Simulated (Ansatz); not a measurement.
Frontier orbitals of `O/C=C/[SiH3]`.

Cartesian coordinates in Å:
```
O -2.1600 -0.4010 1.1817
C -1.0156 0.1212 0.7043
C -0.1478 -0.4595 -0.1265
Si 1.3825 0.4046 -0.6854
H -2.2751 -1.2902 0.8283
H -0.8688 1.1248 1.0926
H -0.3619 -1.4699 -0.4752
H 2.6100 -0.3417 -0.2936
H 1.4184 1.7543 -0.0601
H 1.4183 0.5575 -2.1661
```

Total charge 0; spin multiplicity 1. Geometry: relaxed with PBE0-D4/def2-TZVP. It is one conformer, not always the lowest. Basis def2-TZVPP, the Gaussian-basis code of Ansatz.

Orbital energies of one run (eV). Highest occupied ones, from the top: -5.90, -8.06, -8.17, -8.27, -9.18, -9.90, -10.99, -12.57, -13.17, -15.77, -18.78, -27.04, -93.78, -93.79. Empty: -0.85, -0.06, 0.28, 0.71, 1.03, 1.26.

(1) Which functional gave them?
A. LC-ωPBE
B. PBE
C. ωB97M-V
D. ωB97X-V

Results:

(1) B. HOMO energies: PBE -5.90, LC-ωPBE -9.73, ωB97X-V -9.37, ωB97M-V -9.28 eV.

LC-ωPBE has ω = 0.4 bohr⁻¹.
